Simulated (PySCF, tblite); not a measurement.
Isomers of C6H13FOSi. Computed with GFN2-xTB (tblite): harmonic, unscaled wavenumbers at the GFN2-xTB geometry, gas phase. Against measured fundamentals such values can be off by several per cent, at times by over 20. Modes of hydrogen on silicon can be 10 to 20 % off. One conformer each.

Electronic energies: PBE0/pcSseg-1 single points on the GFN2-xTB geometries (PySCF, gas phase).

```tsv
SMILES	electronic energy, lowest = 0 (kJ/mol)
C=C(C)[SiH2][C@H](F)OCC	375.8
CC(C)[C@@H]1[SiH2]OC[C@H]1F	205.7
CC/C=C(/CCF)[SiH2]O	243.7
CC(C)[C@@H]1CCO[Si@@H]1F	0.0
CC/C=C(/C)O[SiH2]CF	288.6
CC(C)C[SiH2]O/C=C/F	293.3
```

How do GFN2-xTB zero-point energies change the relative energies?

| SMILES | ZPE (kJ/mol) | of it from modes above 1550 cm⁻¹ | electronic (kJ/mol) | with ZPE, lowest = 0 (kJ/mol) | lowest mode (cm⁻¹) | rings |
| --- | --- | --- | --- | --- | --- | --- |
| CC(C)[C@@H]1CCO[Si@@H]1F | 479.7 | 229.3 | 0.0 | 0.0 | 63 | 1 |
| CC(C)[C@@H]1[SiH2]OC[C@H]1F | 470.7 | 224.2 | 205.7 | 196.7 | 60 | 1 |
| CC/C=C(/CCF)[SiH2]O | 460.8 | 237.8 | 243.7 | 224.8 | 27 | 0 |
| CC/C=C(/C)O[SiH2]CF | 459.6 | 235.7 | 288.6 | 268.5 | 4 | 0 |
| CC(C)C[SiH2]O/C=C/F | 461.3 | 235.6 | 293.3 | 274.9 | 21 | 0 |
| C=C(C)[SiH2][C@H](F)OCC | 455.1 | 234.4 | 375.8 | 351.2 | 6 | 0 |

The zero-point energies span 24.6 kJ/mol, from `C=C(C)[SiH2][C@H](F)OCC` to `CC(C)[C@@H]1CCO[Si@@H]1F`. The order is unchanged.

And how do the electronic energies of GFN2-xTB itself compare?

`CC(C)[C@@H]1CCO[Si@@H]1F` 0.0; `CC(C)[C@@H]1[SiH2]OC[C@H]1F` 153.2; `CC/C=C(/CCF)[SiH2]O` 243.8; `CC/C=C(/C)O[SiH2]CF` 233.7; `CC(C)C[SiH2]O/C=C/F` 245.3; `C=C(C)[SiH2][C@H](F)OCC` 422.1 kJ/mol, lowest = 0. Against the energies above, taken from the same isomer `CC(C)[C@@H]1CCO[Si@@H]1F`, the largest difference is 54.9 kJ/mol.

What do entropy and thermal enthalpy add at 298.15 K and 1 bar (rigid rotor, harmonic oscillator, one conformer each)?

```
                     SMILES  point group  symmetry number  S (J/(mol K))  H − H(0) (kJ/mol)  ZPE + H − H(0) − TS (kJ/mol)
   CC(C)[C@@H]1CCO[Si@@H]1F           C1                1          421.7              30.66                         384.6
CC(C)[C@@H]1[SiH2]OC[C@H]1F           C1                1          419.3              30.54                         376.2
        CC/C=C(/CCF)[SiH2]O           C1                1          469.7              35.03                         355.8
```

Not tabulated: `CC/C=C(/C)O[SiH2]CF` (lowest mode only 4 cm⁻¹); `CC(C)C[SiH2]O/C=C/F` (lowest mode only 21 cm⁻¹); `C=C(C)[SiH2][C@H](F)OCC` (lowest mode only 6 cm⁻¹).
